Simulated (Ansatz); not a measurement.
The cluster Si₂B₈. Charge 0, multiplicity 1. Geometry PBE-D4/def2-SVP.

```xyz
10

B    -1.6876   -1.3206    1.1946
B     0.5565    0.4684   -0.4275
B     1.1580   -0.6015    0.7380
B    -1.3149    0.6837   -0.8372
B     1.4007    1.4698   -1.3774
B    -2.1583   -0.3057    0.0991
B    -0.1525    1.5064   -1.5709
B    -0.5081   -0.4928    0.4591
Si    2.5847    0.4087   -0.1646
Si    0.1217   -1.8164    1.8868
```

B3LYP takes the VWN-RPA correlation. The restricted singlet is unstable towards broken spin symmetry in Hartree–Fock (as tested in another run); at HF/STO-3G, PBE-D4/def2-SVP, PBE-D4/def2-TZVP, B3LYP-D4/6-31G and others this wasn't settled. The structure comes from a short search, and lower isomers may exist.

Problem. Estimate the orbital energies around the gap (eV) in Ansatz with HF/STO-3G, PBE-D4/def2-SVP, PBE-D4/def2-TZVP, B3LYP-D4/6-31G, r2SCAN0-D4/def2-TZVP.

Solution. 
```json
{"orbital": "HOMO−9", "HF/STO-3G": "-10.77", "PBE-D4/def2-SVP": "-9.31", "PBE-D4/def2-TZVP": "-9.33", "B3LYP-D4/6-31G": "-10.47", "r2SCAN0-D4/def2-TZVP": "-10.96"}
{"orbital": "HOMO−8", "HF/STO-3G": "-10.00", "PBE-D4/def2-SVP": "-9.09", "PBE-D4/def2-TZVP": "-9.04", "B3LYP-D4/6-31G": "-9.99", "r2SCAN0-D4/def2-TZVP": "-10.52"}
{"orbital": "HOMO−7", "HF/STO-3G": "-9.68", "PBE-D4/def2-SVP": "-9.01", "PBE-D4/def2-TZVP": "-9.01", "B3LYP-D4/6-31G": "-9.86", "r2SCAN0-D4/def2-TZVP": "-10.39"}
{"orbital": "HOMO−6", "HF/STO-3G": "-9.01", "PBE-D4/def2-SVP": "-8.28", "PBE-D4/def2-TZVP": "-8.27", "B3LYP-D4/6-31G": "-9.16", "r2SCAN0-D4/def2-TZVP": "-9.65"}
{"orbital": "HOMO−5", "HF/STO-3G": "-8.08", "PBE-D4/def2-SVP": "-7.71", "PBE-D4/def2-TZVP": "-7.71", "B3LYP-D4/6-31G": "-8.43", "r2SCAN0-D4/def2-TZVP": "-8.99"}
{"orbital": "HOMO−4", "HF/STO-3G": "-7.92", "PBE-D4/def2-SVP": "-7.43", "PBE-D4/def2-TZVP": "-7.41", "B3LYP-D4/6-31G": "-8.29", "r2SCAN0-D4/def2-TZVP": "-8.74"}
{"orbital": "HOMO−3", "HF/STO-3G": "-7.13", "PBE-D4/def2-SVP": "-7.15", "PBE-D4/def2-TZVP": "-7.13", "B3LYP-D4/6-31G": "-7.86", "r2SCAN0-D4/def2-TZVP": "-8.31"}
{"orbital": "HOMO−2", "HF/STO-3G": "-5.52", "PBE-D4/def2-SVP": "-7.06", "PBE-D4/def2-TZVP": "-7.02", "B3LYP-D4/6-31G": "-7.44", "r2SCAN0-D4/def2-TZVP": "-7.89"}
{"orbital": "HOMO−1", "HF/STO-3G": "-4.70", "PBE-D4/def2-SVP": "-5.93", "PBE-D4/def2-TZVP": "-5.92", "B3LYP-D4/6-31G": "-6.36", "r2SCAN0-D4/def2-TZVP": "-6.79"}
{"orbital": "HOMO", "HF/STO-3G": "-3.63", "PBE-D4/def2-SVP": "-5.90", "PBE-D4/def2-TZVP": "-5.88", "B3LYP-D4/6-31G": "-6.15", "r2SCAN0-D4/def2-TZVP": "-6.62"}
{"orbital": "LUMO", "HF/STO-3G": "3.00", "PBE-D4/def2-SVP": "-4.56", "PBE-D4/def2-TZVP": "-4.60", "B3LYP-D4/6-31G": "-3.83", "r2SCAN0-D4/def2-TZVP": "-4.07"}
{"orbital": "LUMO+1", "HF/STO-3G": "4.62", "PBE-D4/def2-SVP": "-3.87", "PBE-D4/def2-TZVP": "-3.86", "B3LYP-D4/6-31G": "-3.11", "r2SCAN0-D4/def2-TZVP": "-3.17"}
{"orbital": "LUMO+2", "HF/STO-3G": "5.09", "PBE-D4/def2-SVP": "-3.84", "PBE-D4/def2-TZVP": "-3.82", "B3LYP-D4/6-31G": "-2.97", "r2SCAN0-D4/def2-TZVP": "-3.12"}
{"orbital": "LUMO+3", "HF/STO-3G": "6.67", "PBE-D4/def2-SVP": "-2.65", "PBE-D4/def2-TZVP": "-2.66", "B3LYP-D4/6-31G": "-1.71", "r2SCAN0-D4/def2-TZVP": "-1.79"}
{"orbital": "LUMO+4", "HF/STO-3G": "6.99", "PBE-D4/def2-SVP": "-2.41", "PBE-D4/def2-TZVP": "-2.45", "B3LYP-D4/6-31G": "-1.52", "r2SCAN0-D4/def2-TZVP": "-1.54"}
{"orbital": "LUMO+5", "HF/STO-3G": "9.52", "PBE-D4/def2-SVP": "-0.81", "PBE-D4/def2-TZVP": "-0.92", "B3LYP-D4/6-31G": "0.19", "r2SCAN0-D4/def2-TZVP": "0.15"}
```
